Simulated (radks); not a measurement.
Pm8+, configuration [Kr] 4d10 4f3 5s2 5p2 (the NIST ground configuration). All-electron calculation, Dirac Kohn-Sham, LB94 model potential, spin-unpolarised, spherical densities, finite nucleus; open shells fill j = l - 1/2 first; Fermi nuclear charge, rms radius 4.962 fm. Program: a radial shooting solver on a logarithmic mesh with Libxc functionals.

Spin-orbit splittings of the eigenvalues, e(l+1/2) - e(l-1/2), with zeta = 2 splitting/(2l+1) and mean radii in bohr:

| shell | occ. | splitting (eV) | zeta (eV) | <r> j=l-1/2 | <r> j=l+1/2 |
|---|---|---|---|---|---|
| 2p | 6 | 565.5 | 377.0 | 0.08223 | 0.08875 |
| 3p | 6 | 113.4 | 75.57 | 0.2493 | 0.2618 |
| 3d | 10 | ? | ? | 0.2332 | 0.2371 |
| 4p | 6 | 25.04 | 16.70 | 0.6043 | 0.6325 |
| 4d | 10 | 4.566 | 1.827 | 0.6704 | 0.6799 |
| 4f | 3 | 0.6664 | 0.1904 | 0.8022 | 0.8074 |
| 5p | 2 | 5.315 | 3.543 | 1.378 | 1.432 |

Estimate the 3d splitting.

Answer. 24.67 eV (zeta = 9.868 eV).
